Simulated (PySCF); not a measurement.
# SMILES C=C[C@H]1CN(C)N=C1C, C₇H₁₂N₂

Geometry (Å), atoms numbered from 1 in this order:
```xyz
21

C     3.002    0.343    0.567
C     1.745    0.023    0.810
C     0.702   -0.165   -0.246
C    -0.193   -1.391    0.005
N    -1.449   -0.808    0.496
C    -2.668   -1.532    0.263
N    -1.482    0.522    0.229
C    -0.345    0.947   -0.147
C    -0.029    2.371   -0.406
H     3.373    0.466   -0.438
H     3.716    0.492    1.359
H     1.389   -0.090    1.826
H     1.173   -0.176   -1.233
H    -0.367   -1.961   -0.918
H     0.217   -2.065    0.761
H    -3.494   -0.921    0.622
H    -2.640   -2.467    0.822
H    -2.828   -1.759   -0.800
H     0.322    2.500   -1.430
H    -0.917    2.978   -0.252
H     0.762    2.709    0.264
```

Computed with PySCF 2.14.0, GIAO B3LYP/pcSseg-1 magnetisability, rotational g tensor and spin-rotation constants, non-relativistic, gas phase. Geometry: GFN2-xTB.

Task: Give the nuclear spin-rotation constants along the inertial axes (H = +C I·J) beside the isotropic shieldings.

Result: Rotational constants 2.8100, 1.2308, 0.9246 GHz. A star marks the isotopologue with that one atom substituted, in its own axes.
| atom | isotope | Caa (kHz) | Cbb (kHz) | Ccc (kHz) | mean (kHz) | σ (ppm) |
| --- | --- | --- | --- | --- | --- | --- |
| N5 | 14N | 0.341 | 0.059 | 0.095 | 0.165 | 119.4 |
| N7 | 14N | 0.644 | 0.327 | 0.092 | 0.354 | -124.4 |
| H10 | 1H | -0.214 | -0.141 | 0.055 | -0.100 | 26.6 |
| H11 | 1H | -0.051 | -0.123 | -0.013 | -0.062 | 26.7 |
| H12 | 1H | -0.247 | -0.133 | 0.072 | -0.103 | 25.9 |
| H13 | 1H | -0.247 | -0.138 | 0.035 | -0.117 | 28.4 |
| H14 | 1H | -0.247 | -0.121 | 0.015 | -0.117 | 28.9 |
| H15 | 1H | -0.276 | 0.019 | -0.072 | -0.110 | 28.4 |
| H16 | 1H | -0.158 | -0.033 | -0.068 | -0.086 | 28.2 |
| H17 | 1H | -0.256 | 0.020 | -0.090 | -0.109 | 29.1 |
| H18 | 1H | -0.260 | -0.140 | 0.026 | -0.125 | 29.5 |
| H19 | 1H | -0.276 | -0.118 | 0.001 | -0.131 | 30.2 |
| H20 | 1H | -0.205 | -0.009 | -0.094 | -0.103 | 29.7 |
| H21 | 1H | -0.041 | -0.125 | -0.064 | -0.076 | 29.8 |
| C1 | 13C* | 0.844 | 0.212 | 0.400 | 0.485 | 62.3 |
| C2 | 13C* | 0.990 | 0.234 | 0.466 | 0.563 | 32.8 |
| C3 | 13C* | 0.612 | 0.243 | 0.219 | 0.358 | 119.5 |
| C4 | 13C* | 0.533 | 0.282 | 0.223 | 0.346 | 117.2 |
| C6 | 13C* | 0.405 | 0.268 | 0.182 | 0.285 | 138.2 |
| C8 | 13C* | 0.855 | 0.600 | 0.225 | 0.560 | 35.9 |
| C9 | 13C* | 0.443 | 0.170 | 0.131 | 0.248 | 165.5 |

For the geometry as given, no vibrational averaging.
